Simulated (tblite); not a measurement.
Compound: C6H7N2 (doublet state).
SMILES: `[H]/N=C1\C[C@@H]2[C]=N[C@H]1C2`

Computed values, GFN2-xTB/tblite, gas phase, harmonic and unscaled. This tight-binding method is rough: wavenumbers can miss measured ones by several per cent, in bad cases by 10 to 20. Open shells enter through the occupations alone, without spin polarisation, and single modes of such species can be off by tens of per cent.

Harmonic wavenumbers (cm⁻¹): 128.6, 339.6, 386.4, 432.8, 472.6, 553.6, 575.1, 698.4, 775.9, 817.9, 847.4, 904.3, 908.8, 932.7, 956.9, 973.7, 996.6, 1008.5, 1045.9, 1063.8, 1083.1, 1130.9, 1156.8, 1176.4, 1206.3, 1234.6, 1252.7, 1272.4, 1437.7, 1473.0, 1742.1, 1773.6, 2967.8, 2995.4, 3003.7, 3013.6, 3037.7, 3050.6, 3332.2.

A = 3901, B = 2369, C = 2105 MHz; mass 107.061 u (most abundant isotopes); point group C1, symmetry number 1; spin multiplicity 2.

Q: What is the zero-point energy?

A: Half the sum of the wavenumbers: 26080 cm⁻¹ = 311.99 kJ/mol.

Q: What is S at 273.15 K and 1 bar for an ideal gas of classical rigid rotors and harmonic oscillators?

A: Translation 165.32, rotation 112.73, vibration 35.78, spin (R ln 2) 5.76: S = 319.6 J/(mol K).

Q: And Cp and H(273.15 K) − H(0)?

A: Cp = 99.56 J/(mol K), of which vibrations give 66.31 (their classical limit is 39 R = 324.3); H(273.15 K) − H(0) = 15.52 kJ/mol without the zero-point energy, 6.43 from vibrations.

Q: Blend soft modes into free rotors: weight 1/[1 + (100 cm⁻¹/ν̃)⁴] for the oscillator and the rest for a rotor with moment μB/(μ + B), μ = h/(8π²ν), B = 10⁻⁴⁴ kg m². What vibrational entropy results?

A: 35.51 J/(mol K) in place of 35.78, which changes −T·S at 273.15 K by +0.07 kJ/mol.

Q: How do the functions run with temperature in this model?

A: 
| T (K) | S (J/(mol K)) | Cp (J/(mol K)) | H − H(0) (kJ/mol) | G − H(0) (kJ/mol) | ln q(vib) |
| --- | --- | --- | --- | --- | --- |
| 100 | 255.5 | 43.6 | 3.68 | -21.87 | 0.19 |
| 200 | 293.3 | 71.3 | 9.29 | -49.37 | 0.80 |
| 300 | 329.4 | 110.5 | 18.34 | -80.49 | 1.76 |
| 500 | 403.7 | 182.2 | 48.03 | -153.83 | 4.45 |
| 800 | 504.7 | 245.8 | 113.24 | -290.53 | 9.24 |
| 1000 | 562.5 | 271.5 | 165.11 | -397.36 | 12.47 |

q(vib) and H(0) count from the zero-point level.

Hindered rotation and anharmonicity are outside this model. The structure is chiral; the term R ln 2 for an equal mix with its mirror image is left out.
